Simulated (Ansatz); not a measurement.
One change: `[OH][In]([F])[O][SiH3]` becomes `[F][In]([SH])[O][SiH3]`.

Ansatz, PBE0-D4/def2-TZVP geometries, multiplicity 1. Each molecule was computed in one conformer, which needn't be the lowest.

Elements past krypton have def2 core potentials.

```json
{"property": "ideal-gas entropy at 298 K and 1 bar (rigid rotor, harmonic PBE0-D4/def2-TZVP) / J/(mol·K)", "`[OH][In]([F])[O][SiH3]`": "406"}
{"property": "HOMO–LUMO gap (PBE/def2-TZVPP) / eV", "`[OH][In]([F])[O][SiH3]`": "3.81"}
{"property": "HOMO–LUMO gap (ωB97M-V/def2-TZVPP) / eV", "`[OH][In]([F])[O][SiH3]`": "10.44"}
{"property": "HOMO energy (ωB97M-V/def2-TZVPP) / eV", "`[OH][In]([F])[O][SiH3]`": "-11.06"}
{"property": "LUMO energy (ωB97M-V/def2-TZVPP) / eV", "`[OH][In]([F])[O][SiH3]`": "-0.63"}
{"property": "HOMO energy (PBE/def2-TZVPP) / eV", "`[OH][In]([F])[O][SiH3]`": "-7.29"}
```

(1) What does the change do to each property? (Best estimate.)

Answers

(1) Computed: 
```tsv
property	`[F][In]([SH])[O][SiH3]`	shift
ideal-gas entropy at 298 K and 1 bar (rigid rotor, harmonic PBE0-D4/def2-TZVP) / J/(mol·K)	421	15
HOMO–LUMO gap (PBE/def2-TZVPP) / eV	3.75	-0.06
HOMO–LUMO gap (ωB97M-V/def2-TZVPP) / eV	10.07	-0.37
HOMO energy (ωB97M-V/def2-TZVPP) / eV	-10.55	0.51
LUMO energy (ωB97M-V/def2-TZVPP) / eV	-0.48	0.15
HOMO energy (PBE/def2-TZVPP) / eV	-7.05	0.24
```

With PBE0 the HOMO rises by 0.41 eV and the LUMO rises by 0.15 eV, so the gap narrows by about 0.26 eV. PBE moves the HOMO by 0.24 eV and ωB97M-V by 0.51 eV. Modes under 60 cm⁻¹, often nearly free rotors, make the harmonic entropy too high.
